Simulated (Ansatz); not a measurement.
Basis-set extrapolation for `CC(Cl)[SiH2]N` (PBE0-D4/def2-TZVP geometry, frozen core, Ansatz 0.2.0). Multiplicity 1, RHF reference.

```
                      def2-TZVPP   def2-QZVPP
                 HF  -883.389353  -883.417906
    MP2 correlation    -0.882348    -0.949352
CCSD(T) correlation    -0.979165      not run
```

Energies in hartree. Use E(X) = E(∞) + A·exp(−7.88·√X) for Hartree–Fock and E(X) = E(∞) + B·X^(−2.97) for correlation, with X = 3 and 4, and add CCSD(T) minus MP2 of the smaller set to the MP2 limit.

Task: What is the CCSD(T) energy at the basis-set limit?

Result: HF limit: -883.417906 + (-0.028553) × 0.13774 = -883.42184. MP2 limit: -0.949352 + (-0.067004) × 0.74074 = -0.99898. Higher-order term: -0.979165 − (-0.882348) = -0.09682. Total: -884.51764 hartree, 93.6 kcal/mol below CCSD(T)/def2-TZVPP.
